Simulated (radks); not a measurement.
Species: the erbium ion Er31+. Configuration: [Kr] 4d1 (the NIST ground configuration). Method: Dirac Kohn-Sham, PBE, spin-unpolarised, spherical densities, finite nucleus; open shells fill j = l - 1/2 first; Fermi nuclear charge, rms radius 5.2516 fm; computed with a radial shooting solver on a logarithmic mesh with Libxc functionals.

Spin-orbit splittings of the eigenvalues, e(l+1/2) - e(l-1/2), with zeta = 2 splitting/(2l+1) and mean radii in bohr:

| shell | occ. | splitting (eV) | zeta (eV) | <r> j=l-1/2 | <r> j=l+1/2 |
|---|---|---|---|---|---|
| 2p | 6 | 917.3 | 611.5 | 0.07144 | 0.07870 |
| 3p | 6 | 197.1 | 131.4 | 0.2124 | 0.2255 |
| 3d | 10 | 43.40 | 17.36 | 0.1982 | 0.2023 |
| 4p | 6 | 58.30 | 38.87 | 0.4608 | 0.4810 |
| 4d | 1 | ? | ? | 0.4742 | 0.4799 |

Estimate the 4d splitting.

Answer. 12.43 eV (zeta = 4.970 eV).
